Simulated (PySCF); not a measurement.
Structure problem from calculated spectra and properties.

Elements present: B, C and H. Monoisotopic mass: 77.0568 u (electron mass counted); charge -1.

| Item | Value |
| --- | --- |
| 1H NMR | chemical shifts (computed TMS as zero) by class: 7.27 (2 H), 6.68 (2 H), 5.95 (1 H), 5.09 (1 H) ppm [GIAO CAM-B3LYP/pcSseg-2] |
| 13C NMR | chemical shifts (computed TMS as zero) by class: 144.2 (2 C), 138.9 (2 C), 117.3 (1 C) ppm [GIAO CAM-B3LYP/pcSseg-2] |
| Rotational structure | rotational constants A, B, C: 5.511, 5.333, 2.710 GHz [PBE0-D3(BJ)/def2-SVP] |
| Couplings | largest of the computed one-bond spin–spin couplings (means over like bonds): 13C–1H +151.8, 13C–1H +142.6 (×2), 13C–1H +135.9 (×2), 11B–1H +109.5, 13C–11B +72.1 (×2), 13C–13C +65.9 (×2), 13C–13C +55.5 (×2) Hz [B3LYP/pcJ-1, spin–dipole term left out for some pairs] |
| NMR, other nuclei | isotropic shieldings of nuclei other than C and H, by class: 69 (1 B) ppm [GIAO CAM-B3LYP/pcSseg-2] |

Electronic properties: PySCF, gas phase, density fitting. Levels stand in brackets. Isolated species at its PBE0-D3(BJ)/def2-SVP geometry, gas phase. No diffuse functions stand in pcJ-1 and pcSseg-2, which bears on an anion's orbital energies. NMR classes are plain means over equivalent atoms (diastereotopic ones count apart unless rotation or inversion swaps them), as if these changed places fast.

Question: Which formula fits the mass and the elements?

Answer: C5H6B (calculated 77.0568). No other formula that holds each of these elements comes within 0.0003 u with a fitting electron parity and a possible valence count.

Question: Propose a structure and show how it fits.

Answer: Numbering: `[bH-:1]1[cH:2][cH:3][cH:4][cH:5][cH:6]1`. 5 carbons fall into 3 classes; from least to most shielded: aromatic CH carbon [C3/C5] (144.2 ppm, 2 C), aromatic CH carbon [C2/C6] (138.9 ppm, 2 C), aromatic CH carbon [C4] (117.3 ppm). Hydrogen classes from least to most shielded: 2 H on 2 aromatic CH carbons, C3/C5 (7.27 ppm), 2 H on 2 aromatic CH carbons, C2/C6 (6.68 ppm), 1 H on an aromatic CH carbon, C4 (5.95 ppm), 1 H on a three-coordinate boron, B1 (5.09 ppm). The other shieldings belong to: 69 ppm, three-coordinate boron [B1]. The couplings run between: +151.8 Hz, aromatic CH carbon [C4] and its hydrogen; +142.6 Hz, aromatic CH carbon [C3] and its hydrogen (with 1 like pair); +135.9 Hz, aromatic CH carbon [C2] and its hydrogen (with 1 like pair); +109.5 Hz, three-coordinate boron [B1] and its hydrogen; +72.1 Hz, aromatic CH carbon [C2] and three-coordinate boron [B1] (with 1 like pair); +65.9 Hz, aromatic CH carbon [C3] and aromatic CH carbon [C4] (with 1 like pair); +55.5 Hz, aromatic CH carbon [C2] and aromatic CH carbon [C3] (with 1 like pair). The optimised geometry has point group C2v and is an asymmetric top. Structure: `[bH-]1ccccc1`. The assignments are read from this structure; whether some other isomer fits the data as well wasn't checked.
